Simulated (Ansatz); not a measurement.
`[OH][GeH2][Br]` + HBr → `[Br][GeH2][Br]` + H₂O at 700 K and 1 bar (ligand exchange at a Ge–O bond).

Computed with Ansatz on PBE0-D4/def2-TZVP structures; ΔE is electronic, products minus reactants. CCSD(T)/CBS adds triple-zeta CCSD(T) − MP2 to the extrapolated MP2 energy (def2 sets, frozen cores). This one scheme is used for every species. For Br, Ge outer-core shells are correlated without core-valence functions, which leaves a few kJ/mol of doubt a bond. Scalar relativity is left out up to krypton. Each species was taken in one conformer, which may not be the lowest.

```csv
species,CCSD(T)/CBS energy (Eh),H − E (kJ/mol),S (J/(mol·K))
`[OH][GeH2][Br]`,-4726.46896,132.9,392.0
HBr,-2573.91920,36.5,223.7
`[Br][GeH2][Br]`,-7224.02757,95.0,392.9
H₂O,-76.37941,80.5,218.4
```

H − E and S are ideal-gas, rigid-rotor, harmonic terms from PBE0-D4/def2-TZVP, for one conformer and one mirror image of each species. 1 Eh = 2625.50 kJ/mol, R = 8.31446 J/(mol·K).

Question: By hand: ΔE, ΔH, ΔS and ΔG.

Answer: ΔE = (-7224.02757) + (-76.37941) − (-4726.46896) − (-2573.91920) = -0.01882 Eh = -49.4 kJ/mol. Δ(H − E) = 95.0 + 80.5 − 132.9 − 36.5 = 6.1, so ΔH = -43.3 kJ/mol. ΔS = 392.9 + 218.4 − 392.0 − 223.7 = -4.4 J/(mol·K). ΔG = -43.3 − 700 × (-4.4)/1000 = -40.2 kJ/mol.

Question: By hand: the equilibrium constant, and the temperature at which ΔG would vanish if ΔH and ΔS stayed fixed.

Answer: log₁₀ K = −ΔG/(RT ln 10) = 3.0. ΔG = 0 at ΔH/ΔS = 9841 K, far beyond where these terms or the molecules hold.

The number of gas molecules stays the same, so ΔS is small and ΔH decides. A doubt of 5 kJ/mol in ΔE shifts log₁₀ K by 0.4 here. Other conformers and mirror images would add mixing entropy, several J/(mol·K) or more a flexible species. These are equilibria of isolated gas molecules and say nothing of rates. Largest T1 diagnostic: 0.010 (customary marks: 0.02 for closed shells, 0.045 for open ones).
